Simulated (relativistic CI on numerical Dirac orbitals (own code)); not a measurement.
**Crystal-field levels of Dy4+, 4f8**

Calculated by Dirac-Coulomb-Breit CI, orbitals from a KLI potential per configuration, a model potential for QED, valence Slater integrals scaled by 0.7, one configuration in a parametric crystal field (own radial code).

Field parameters in Wybourne normalisation; cubic f-shell fields have B⁴₄ = √(5/14) B⁴₀ and B⁶₄ = −√(7/2) B⁶₀. The field is a parameter set, without covalency.

S and J are read from ⟨S²⟩ = S(S + 1) and ⟨J²⟩ = J(J + 1) of each level; they are not fictitious spins.

Oh, B40 = -1120, B60 = 460 cm⁻¹, the lowest 10 levels:

```tsv
E (cm⁻¹)	Degeneracy	Irrep	S	J
0.0	2	E	2.93	6.00
0.2	3	T2	2.93	6.00
0.6	1	A2	2.93	6.00
148	3	T2	2.93	5.99
168	3	T1	2.93	5.99
196	1	A1	2.93	5.99
2592	3	T1	2.95	5.00
2592	2	E	2.95	5.00
2714	3	T1	2.95	4.98
2830	3	T2	2.95	4.98
```

C2v, B20 = -130, B22 = -220, B40 = -1230, B42 = 830, B44 = -910, B60 = 900, B62 = -90, B64 = 660, B66 = -420 cm⁻¹, the lowest 16 levels:

| E (cm⁻¹) | Degeneracy | S | J |
| --- | --- | --- | --- |
| 0.0 | 1 | 2.93 | 5.98 |
| 24.4 | 1 | 2.93 | 5.98 |
| 72.1 | 1 | 2.93 | 5.98 |
| 143 | 1 | 2.93 | 5.99 |
| 143 | 1 | 2.93 | 5.99 |
| 178 | 1 | 2.93 | 5.98 |
| 187 | 1 | 2.93 | 5.98 |
| 288 | 1 | 2.93 | 5.99 |
| 305 | 1 | 2.93 | 5.99 |
| 411 | 1 | 2.93 | 5.99 |
| 427 | 1 | 2.93 | 5.99 |
| 453 | 1 | 2.93 | 5.99 |
| 464 | 1 | 2.93 | 5.99 |
| 2572 | 1 | 2.95 | 4.97 |
| 2672 | 1 | 2.95 | 4.96 |
| 2717 | 1 | 2.95 | 4.99 |

The next free-ion level lies 2598 cm⁻¹ above the lowest; the field splits the ground level into components whose J stays near 6 as long as their spread is small against that gap.

Levels of this model without a field, named by their leading LS term (the scale mimics covalency, so terms lie below those of the real free ion): ⁷F6 0, ⁷F5 2598, ⁷F4 3891, ⁷F3 5091, ⁷F2 5883, ⁷F1 6444, ⁷F0 6708, ⁵D4 16934 cm⁻¹.
